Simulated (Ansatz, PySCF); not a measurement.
Sn(H)(Br)(NH2)2 (BrH5N2Sn), SMILES [SnH]([NH2])([NH2])[Br]. Atoms are numbered in the order given.

```xyz
9

Sn     0.2499    -0.6208     0.7989
N     -1.3056    -1.8775     0.4723
N      1.8400    -1.4360    -0.1552
Br    -0.1941     1.6697    -0.1698
H      0.5230    -0.4104     2.4679
H     -2.0605    -1.7580     1.1457
H     -1.7103    -1.7747    -0.4570
H      1.5455    -2.0416    -0.9201
H      2.4800    -0.7419    -0.5373
```
Charge 0, spin multiplicity 1.

Geometry optimised at PBE0-D3(BJ)/def2-SVP. The structure was generated by enumeration; whether it is a known compound was not checked. The def2 effective core potentials stand for the cores of Sn; spin–orbit coupling is left out. One conformer was computed; it need not be the lowest.

Two levels are set side by side: PBE-D3(BJ)/def2-SVP (Ansatz, a first-principles code) and PBE0-D3(BJ)/def2-SVP (Ansatz). Each level has its own optimised geometry; the coordinates shown are those of the second. Frequencies come from the Hessian of PySCF at each geometry. Differences are taken from unrounded values.

```
quantity                            PBE0-D3(BJ)  PBE-D3(BJ)  PBE-D3(BJ) minus PBE0-D3(BJ)
----------------------------------  -----------  ----------  ----------------------------
mean bond length (Å)                      1.545       1.564                         0.020
bond Sn1–N2 (Å)                           2.026       2.058                         0.031
bond Sn1–N3 (Å)                           2.026       2.057                         0.031
bond Sn1–Br4 (Å)                          2.526       2.557                         0.031
bond Sn1–H5 (Å)                           1.704       1.723                         0.018
bond N2–H6 (Å)                            1.019       1.030                         0.011
bond N2–H7 (Å)                            1.019       1.030                         0.011
bond N3–H8 (Å)                            1.019       1.031                         0.011
bond N3–H9 (Å)                            1.019       1.030                         0.012
highest harmonic wavenumber (cm⁻¹)         3654        3502                          -152
mean harmonic wavenumber (cm⁻¹)            1221        1176                           -45
zero-point energy (kcal/mol)              36.65       35.31                         -1.34
```

GGA bonds tend to be longer and softer than those of functionals with exact exchange. Differences between two approximate levels are no errors against the true value.
